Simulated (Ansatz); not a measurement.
Steps of a relaxation of C₂H₅B₂ClO with RKS PBE0-D4/def2-TZVP.

```sh
$ ansatz run in.yaml --threads 4 --pin off --events-out ev --progress --plain --max-ram 10444MiB
```

```yaml
crystal:
  periodic: [false, false, false]
  atoms:
    - {symbol: O, position_ang: [0.757449, -1.478062, 0.912809]}
    - {symbol: C, position_ang: [0.594254, -0.392861, 0.094507]}
    - {symbol: Cl, position_ang: [-0.564300, 1.258673, -1.827212]}
    - {symbol: B, position_ang: [-0.130319, -0.482727, -1.215401]}
    - {symbol: B, position_ang: [-0.857900, 0.638248, 0.056190]}
    - {symbol: C, position_ang: [0.528691, 0.924538, 0.785441]}
    - {symbol: H, position_ang: [0.555751, -2.282497, 0.394761]}
    - {symbol: H, position_ang: [-0.521943, -1.419854, -1.866908]}
    - {symbol: H, position_ang: [-2.007599, 0.589143, 0.413358]}
    - {symbol: H, position_ang: [1.146628, 1.746713, 0.388187]}
    - {symbol: H, position_ang: [0.564788, 0.841586, 1.884868]}
basis:
  gaussian: {orbitals: def2-TZVP}
hamiltonian: {xc: pbe0, dispersion: d4}
relax: {f_tol: 0.005, max_steps: 150}
```

Positions (Å) and forces (eV/Å) along the path, 7 of 7 steps:

```xyz
11
step=1 energy=-18069.4013 eV
O     0.757   -1.478    0.913   -0.206   -0.265   -0.643
C     0.594   -0.393    0.095   -0.373    0.170   -0.208
Cl   -0.564    1.259   -1.827    0.075   -0.421    0.415
B    -0.130   -0.483   -1.215    0.080   -0.091    0.171
B    -0.858    0.638    0.056   -0.171    0.073    0.126
C     0.529    0.925    0.785    0.114   -0.027    0.002
H     0.556   -2.282    0.395    0.163    0.545    0.408
H    -0.522   -1.420   -1.867    0.178    0.397    0.265
H    -2.008    0.589    0.413    0.473    0.034   -0.174
H     1.147    1.747    0.388   -0.303   -0.450    0.199
H     0.565    0.842    1.885   -0.030    0.036   -0.561
11
step=2 energy=-18069.4452 eV
O     0.754   -1.472    0.906   -0.042   -0.061   -0.228
C     0.585   -0.391    0.091   -0.240    0.065   -0.028
Cl   -0.561    1.250   -1.809    0.010   -0.243    0.221
B    -0.130   -0.483   -1.208    0.056    0.074    0.025
B    -0.862    0.639    0.062    0.055    0.086   -0.050
C     0.523    0.919    0.779    0.034   -0.052   -0.015
H     0.562   -2.272    0.397    0.053    0.140    0.143
H    -0.509   -1.408   -1.856    0.044    0.107    0.073
H    -1.998    0.597    0.410    0.133   -0.007   -0.046
H     1.140    1.726    0.384   -0.099   -0.110    0.059
H     0.562    0.836    1.866   -0.002    0.003   -0.153
11
step=3 energy=-18069.4536 eV
O     0.752   -1.468    0.902    0.008    0.028   -0.001
C     0.574   -0.390    0.090   -0.039    0.011   -0.003
Cl   -0.565    1.240   -1.798   -0.006   -0.045    0.068
B    -0.127   -0.481   -1.208    0.029    0.038   -0.030
B    -0.860    0.644    0.061    0.047    0.047   -0.043
C     0.522    0.916    0.777   -0.016   -0.019   -0.014
H     0.565   -2.269    0.402   -0.005   -0.038    0.000
H    -0.504   -1.400   -1.853   -0.011   -0.025   -0.006
H    -1.990    0.599    0.406   -0.024   -0.017    0.012
H     1.136    1.719    0.383    0.023    0.020   -0.008
H     0.563    0.832    1.858   -0.006    0.000    0.024
11
step=4 energy=-18069.4543 eV
O     0.751   -1.467    0.902    0.006    0.000    0.003
C     0.572   -0.389    0.090   -0.010   -0.002   -0.001
Cl   -0.568    1.239   -1.794   -0.008    0.005    0.006
B    -0.124   -0.480   -1.210    0.017   -0.010   -0.019
B    -0.859    0.647    0.060    0.006    0.030   -0.010
C     0.523    0.917    0.776   -0.005    0.005    0.004
H     0.563   -2.270    0.403   -0.004   -0.012    0.003
H    -0.503   -1.400   -1.854   -0.003   -0.009   -0.001
H    -1.989    0.595    0.407   -0.005   -0.011    0.009
H     1.139    1.719    0.383    0.008    0.006   -0.001
H     0.561    0.833    1.858   -0.001   -0.002    0.008
11
step=5 energy=-18069.4545 eV
O     0.750   -1.466    0.902    0.001   -0.005    0.004
C     0.571   -0.388    0.089    0.005    0.000   -0.011
Cl   -0.571    1.239   -1.793   -0.002    0.006   -0.003
B    -0.122   -0.479   -1.213    0.007   -0.015    0.002
B    -0.858    0.649    0.059   -0.005    0.006    0.008
C     0.523    0.918    0.775   -0.003    0.009    0.000
H     0.559   -2.270    0.406   -0.003   -0.001    0.000
H    -0.502   -1.400   -1.855   -0.001    0.001   -0.003
H    -1.987    0.589    0.409    0.000   -0.002    0.001
H     1.142    1.719    0.384    0.002    0.000    0.000
H     0.560    0.833    1.857   -0.001   -0.001    0.002
11
step=6 energy=-18069.4545 eV rejected
O     0.750   -1.466    0.902    0.001    0.012   -0.003
C     0.572   -0.388    0.088   -0.010   -0.015    0.009
Cl   -0.572    1.240   -1.792   -0.001   -0.001   -0.002
B    -0.121   -0.480   -1.213    0.004    0.005   -0.003
B    -0.858    0.650    0.059   -0.006   -0.009    0.001
C     0.523    0.918    0.775    0.012    0.000    0.005
H     0.558   -2.271    0.409   -0.003    0.006   -0.006
H    -0.503   -1.399   -1.857    0.001   -0.004    0.000
H    -1.987    0.588    0.409    0.002    0.002    0.000
H     1.143    1.719    0.384    0.001    0.003    0.000
H     0.560    0.832    1.857   -0.001    0.001   -0.001
11
step=7 energy=-18069.4545 eV
O     0.750   -1.466    0.902    0.002   -0.002    0.003
C     0.571   -0.388    0.089   -0.001    0.001   -0.001
Cl   -0.572    1.239   -1.793   -0.001    0.000   -0.001
B    -0.121   -0.480   -1.213    0.000    0.001    0.001
B    -0.858    0.650    0.059    0.002    0.000    0.001
C     0.523    0.918    0.775   -0.001    0.002   -0.001
H     0.558   -2.270    0.407   -0.002    0.001    0.000
H    -0.501   -1.400   -1.856    0.000    0.000   -0.001
H    -1.987    0.589    0.409    0.000   -0.001    0.000
H     1.143    1.719    0.384    0.000    0.000    0.000
H     0.560    0.833    1.857    0.000   -0.001    0.000
```

Hardware: 4 threads of an Intel Xeon 6975P-C on a shared host. Wall time 17 s, peak host memory 0.65 GiB.
